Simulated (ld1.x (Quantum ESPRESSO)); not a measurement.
# Building the RRKJ potential for potassium (PBE, fully relativistic).

ld1.x (Quantum ESPRESSO) 7.5 was run on this input:

```
&input
   title='K', zed=19., rel=2, dft='PBE', iswitch=3,
   config='[Ar] 3d-2 4s1 4p0', rel_dist='average',
   nld=5, rlderiv=3.95, eminld=-2.0, emaxld=5.0, deld=0.02
 /
 &inputp
   pseudotype=2, tm=.false., rho0=0.01, lloc=-1, rcloc=3.25,
   nlcc=.true., new_core_ps=.true., rcore=1.65,
   file_pseudopw='K.UPF', file_wfcaegen='ae.wfc', file_wfcncgen='nc.wfc', file_beta='beta', file_chi='chi'
 /
3
4S  1  0   1.00   0.00  3.00  3.00  0.0
4P  2  1   0.00   0.00  3.65  3.65  0.0
3D  3  2  -2.00   0.45  3.25  3.25  0.0
 &test
   configts(1)='4s1 4p0'
 /
```

Command:

```bash
ld1.x < K.in > K.out
```

Output (shortened: banner, matrices, multipoles, cross overlaps and the repeated all-electron block are left out):

```
[... start of the log left out ...]
     s(4P/4P) =  1.000000  <r> =   7.1399  <r2> =   59.4263  r(max) =   5.7148

     ------------------------ End of All-electron run ------------------------

     --------------------- Generating NC pseudopotential ---------------------

      Generating local potential from pseudized AE potential:
      Matching radius rcloc =   3.2500

      Local pseudo, rcloc= 3.256 Estimated cut-off energy=     2.34 Ry

      Computing core charge for nlcc:

       r > 1.66 : true rho core
      Core charge pseudized with two Bessel functions
      Integrated core pseudo-charge :  10.02

     Fully relativistic calculation: |psi|^2

     Wfc 4S LC norm =  0.99999040 SC norm =  0.00000860 missing  0.00000100

     Wfc 4P LC norm =  0.99999529 SC norm =  0.00000448 missing  0.00000023

     Wfc 4P LC norm =  0.99999532 SC norm =  0.00000326 missing  0.00000142
     Message from routine compute phi:
     negative determinant

      ld=   0.328763 f2ae  0.177459 faenor  0.129446
           0        1166        1165   100.03909112313582

 %%%%%%%%%%%%%%%%%%%%%%%%%%%%%%%%%%%%%%%%%%%%%%%%%%%%%%%%%%%%%%%%%%%%%%%%%%%%%%
     Error in routine compute_chi (1):
     n is too large
 %%%%%%%%%%%%%%%%%%%%%%%%%%%%%%%%%%%%%%%%%%%%%%%%%%%%%%%%%%%%%%%%%%%%%%%%%%%%%%

     stopping ...
```

The run stopped because the Bessel-function wave could not be built (negative determinant in compute_phi), and the routine for χ then failed on it.

The run took about 0.08 s on one core of a shared server CPU.
